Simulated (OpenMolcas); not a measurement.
Mn4+ (d3) in a complex was computed by SS-CASPT2, IPEA 0.25 Eh, imaginary shift 0.1 Eh with the d shell active (OpenMolcas, ANO-RCC-VDZP on the metal). Its lowest spin-free states, and all those of the highest spin:

| 2S+1 | Degeneracy | E (cm-1) |
| --- | --- | --- |
| 2 | 2 | 0 |
| 4 | 1 | 1340 |
| 2 | 1 | 7600 |
| 2 | 2 | 8190 |
| 2 | 1 | 13920 |
| 2 | 2 | 14410 |
| 4 | 1 | 14410 |
| 4 | 1 | 14950 |
| 4 | 2 | 17750 |
| 2 | 2 | 22050 |
| 2 | 1 | 22070 |
| 2 | 1 | 22500 |
| 4 | 2 | 33920 |
| 4 | 1 | 41050 |
| 4 | 2 | 62410 |

**Question.** Is the site octahedral, tetrahedral or cube-like, axial, or of lower symmetry?

**Answer.** The states with 2S+1 = 4 have orbital degeneracies 1, 1, 1, 2, 2, 1, 2. There are pairs but no triples, so the site is axial: not cubic, but with a proper or improper axis of order three or more. The run had Mn4+ with 3 ligands (oxide) in trigonal planar coordination (D3h) at 1.59 Å. A charge of +0.667 e stands 2.8 Å behind each ligand. Ligand basis ANO-RCC-VDZP.

Roots that are degenerate in the reference are averaged as groups; the widest CASPT2 spread within a group is 230 cm-1 (the 2-fold group of multiplicity 2 near 46900 cm-1 above the lowest state of its run). Shifts and gaps below about the spread of the groups concerned are not significant. Over all roots computed the reference weight is 0.68 to 0.72; a low but even weight reflects the number of correlated electrons. An orbital doublet at a regular site is open to a Jahn-Teller distortion, which this geometry leaves out. The least metal-like active orbital is 72 % on the metal (Löwdin) and no ligand orbital is active, so the numbers are rough. The oxide ions are held by bare point charges, a crude embedding. Ligand-to-metal charge-transfer states are missing. With no ligand orbital active B as a rule stays too high, so bands that hang on it stand too high and its fall with covalency is understated. The distance lies 7 % under the 1.71 Å that this model takes as the normal distance (a Shannon-type radius plus a fixed donor radius); by an R⁻⁵ law this alone changes a d-shell field by about +44 %. No measured value stands beside these numbers; the geometry was imposed, not optimised, and the real ion may take another.
